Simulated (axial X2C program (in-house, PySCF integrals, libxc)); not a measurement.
Spectroscopic constants of KTe

All values were computed with an in-house all-electron X2C program for linear molecules (integrals from PySCF). Spin-free means the one-electron spin-free X2C Hamiltonian; two-component (2c) means X2C with spin–orbit coupling and atomic mean-field two-electron Coulomb and Gaunt terms, so the difference of the two also holds small scalar two-electron terms. Basis: Te dyall-cv3z [11s12p8d4f1g], K dyall-cv3z [11s12p6d3f] (cores contracted in-house); Gaussian nuclei, density fitting, unrestricted open shells. Masses: Te 129.906 u, K 38.964 u.

The run was started with this input:
```json
{"zs": [52, 19], "q": 0, "bas": ["dyall-cv3z", "dyall-cv3z"], "levels": ["PBE0", "HF", "TPSS"], "cc": true, "r0": 3.21, "thr": -1.0, "nmax": 90, "npts": 10, "nst": 2, "ntry": 6}
```
```bash
python so2c.py task.json out
```

Keys: zs atomic numbers; q charge; bas basis sets; levels methods; cc coupled cluster on or off; r0 starting distance in Å; thr threshold in hartree for freezing inner shells (an s shell follows its p shell); nmax most natural virtual spinors; npts points on the curve; nst determinants followed; ntry starts of the search. HF also brings MP2.

State, spin-free: M_S = 1/2, Λ = 1 (beyond evenly filled blocks: π+α, π+β, π-α); electrons by block: σα: 16, σβ: 16, π+α: 8, π+β: 8, π-α: 8, π-β: 7, δ+α: 2, δ+β: 2, δ-α: 2, δ-β: 2. Fragments: Te + K.

State, 2c: Ω = 3/2 (⟨Sz⟩ = 0.50, ⟨Lz⟩ = 1.00 at PBE0); electrons by block: 1/2: 24, -1/2: 24, 3/2: 10, -3/2: 9, 5/2: 2, -5/2: 2. Fragments: Te + K.

```tsv
Hamiltonian	level	Re (Å)	ωe (cm⁻¹)	αe (cm⁻¹)	De (eV)	k (mdyn/Å)	μ (D)
spin-free	PBE0	3.156	169.1	0.000238	2.24	0.505	10.46
spin-free	HF	3.251	162.4	0.000219	1.30	0.466	11.82
spin-free	MP2	3.168	172.0	0.00023	2.08	0.523	n/a
spin-free	CCSD	3.185	170.1	0.000228	2.08	0.511	n/a
spin-free	CCSD(T)	3.180	170.5	0.000229	2.10	0.513	n/a
spin-free	TPSS	3.172	164.3	0.000241	2.35	0.477	10.20
2c	PBE0	3.160	167.8	0.00024	2.20	0.497	10.40
2c	HF	3.254	161.6	0.000219	n/a	0.461	11.80
2c	MP2	3.171	171.1	0.00023	1.98	0.517	n/a
2c	CCSD	3.188	169.2	0.000229	1.99	0.505	n/a
2c	CCSD(T)	3.183	169.5	0.000229	2.00	0.508	n/a
2c	TPSS	3.176	162.8	0.000244	2.36	0.468	10.11
```

Correlated methods: 15 electrons correlated (number of frozen shells: Te 4 s, 3 p, 2 d; K 2 s, 1 p), 287 virtual spin orbitals or spinors in MP2, 90 natural virtuals in coupled cluster.

Dipoles are positive if K is the positive end.

Occupations by symmetry block were frozen at the best pattern of an incomplete PBE0 search. De is counted from the lowest determinant-based energies of the atoms at the same level, without counterpoise correction. De is not given where an atomic determinant may have missed its ground term or J level, or where the truncated virtual space spoils (T). Density functionals use the spin component along the axis (collinear). CCSD and (T) use frozen natural virtuals with an MP2 correction for the truncation; (T) itself is uncorrected, so its De runs slightly low. Other states lie close and PBE0, whose exact exchange favours high spin, may order them wrongly; the determinant shown need not be the ground state. The nearest other spin-free determinant of the search, M_S = 1/2, Λ = 0, lies 0.37 eV up at the distance of the search. The functionals have no current-density term, which raises determinants with orbital currents, atoms included. With the outer-core shells frozen, correlated bond lengths of heavy atoms tend to come out a few hundredths of an ångström too long.

Rough cost a point (2c) on 1 thread(s) of a shared host, integrals apart: PBE0 0.9 s, HF 0.7 s, CCSD(T) 7 s, TPSS 0.9 s.

The whole task took 3.1 min on 1 thread of Arm Neoverse V1, on a shared host.
